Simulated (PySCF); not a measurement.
GeSb⁺: energy against distance

Set-up: Ge def2-SVP, Sb def2-SVP with ECP28; scalar-relativistic core potentials (PySCF 2.14). Energies in eV from Ge⁺ + Sb in their ground configurations at the same level. State: ³Σ⁻ (triplet), unpaired electrons π ↑↑.

All columns are r²SCAN. A positive dipole points towards Sb; it is taken about the centre of mass and depends on that origin.

```json
{"R (Å)": "2.243", "E (eV)": "-1.834", "μ (D)": "-0.42", "Mulliken charge on Ge (basis-dependent)": "0.46", "HOMO (eV)": "-11.52", "LUMO (eV)": "-11.13", "Mayer bond order": "1.80", "⟨S²⟩": "2.01"}
{"R (Å)": "2.347", "E (eV)": "-2.391", "μ (D)": "-0.73", "Mulliken charge on Ge (basis-dependent)": "0.49", "HOMO (eV)": "-11.53", "LUMO (eV)": "-10.84", "Mayer bond order": "1.80", "⟨S²⟩": "2.01"}
{"R (Å)": "2.451", "E (eV)": "-2.695", "μ (D)": "-1.04", "Mulliken charge on Ge (basis-dependent)": "0.51", "HOMO (eV)": "-11.51", "LUMO (eV)": "-10.58", "Mayer bond order": "1.79", "⟨S²⟩": "2.01"}
{"R (Å)": "2.530", "E (eV)": "-2.803", "μ (D)": "-1.28", "Mulliken charge on Ge (basis-dependent)": "0.52", "HOMO (eV)": "-11.48", "LUMO (eV)": "-10.41", "Mayer bond order": "1.79", "⟨S²⟩": "2.01"}
{"R (Å)": "2.608", "E (eV)": "-2.834", "μ (D)": "-1.52", "Mulliken charge on Ge (basis-dependent)": "0.53", "HOMO (eV)": "-11.44", "LUMO (eV)": "-10.25", "Mayer bond order": "1.78", "⟨S²⟩": "2.01"}
{"R (Å)": "2.686", "E (eV)": "-2.807", "μ (D)": "-1.75", "Mulliken charge on Ge (basis-dependent)": "0.54", "HOMO (eV)": "-11.39", "LUMO (eV)": "-10.10", "Mayer bond order": "1.77", "⟨S²⟩": "2.01"}
{"R (Å)": "2.791", "E (eV)": "-2.706", "μ (D)": "-2.05", "Mulliken charge on Ge (basis-dependent)": "0.56", "HOMO (eV)": "-11.32", "LUMO (eV)": "-9.94", "Mayer bond order": "1.76", "⟨S²⟩": "2.01"}
{"R (Å)": "2.921", "E (eV)": "-2.509", "μ (D)": "-2.42", "Mulliken charge on Ge (basis-dependent)": "0.57", "HOMO (eV)": "-11.20", "LUMO (eV)": "-9.77", "Mayer bond order": "1.74", "⟨S²⟩": "2.01"}
{"R (Å)": "3.077", "E (eV)": "-2.217", "μ (D)": "-2.84", "Mulliken charge on Ge (basis-dependent)": "0.58", "HOMO (eV)": "-11.06", "LUMO (eV)": "-9.73", "Mayer bond order": "1.70", "⟨S²⟩": "2.02"}
{"R (Å)": "3.286", "E (eV)": "-1.797", "μ (D)": "-3.37", "Mulliken charge on Ge (basis-dependent)": "0.60", "HOMO (eV)": "-10.86", "LUMO (eV)": "-9.81", "Mayer bond order": "1.62", "⟨S²⟩": "2.04"}
```

A fit through these points gives, at Re = 2.607 Å, μ = -1.51 D and dμ/dR = -2.99 D/Å; the reduced mass is 45.87 u.

Task: How strong is the fundamental in the double-harmonic approximation, I = 42.26·(dμ/dR)²/μred km/mol?

Result: I = 42.26·(-2.99)²/45.87 = 8.24 km/mol at r²SCAN.

Spin–orbit coupling is left out, which matters for elements this heavy, above all for dissociation energies. For an ion De counts to the pair picked by the measured ionisation energies or electron affinities, which need not be the lowest pair at this level. The state was picked by a PBE0 search and need not be the measured ground state.
